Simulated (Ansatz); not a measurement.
Dissociation curve of Si(Me)(OEt)2(H), C5H14O2Si, SMILES CCO[SiH](C)OCC. The Si1–H22 bond (Si1 also carries C, O, O; H22 carries nothing else) is varied alone, starting from the PBE0/def2-SVP optimised geometry.

Computed with unrestricted PBE0/def2-SVP (Ansatz, a program for electronic structure).

**Question.** Relative to R = 1.49 Å, what are the energies at R = 1.24, 1.31, 1.43, 1.60 Å?

**Answer.** 80.5 kJ/mol at 1.24 Å, 37.3 kJ/mol at 1.31 Å, 3.4 kJ/mol at 1.43 Å, 9.1 kJ/mol at 1.60 Å.

The unrestricted solution behind UKS-PBE0 changes between 2.76 and 3.14 Å, which can leave a kink. The unrestricted determinant behind UKS-PBE0 is spin-contaminated at 2.76 to 4.30 Å (<S²> up to 1.0, against 0.00 for a pure singlet).
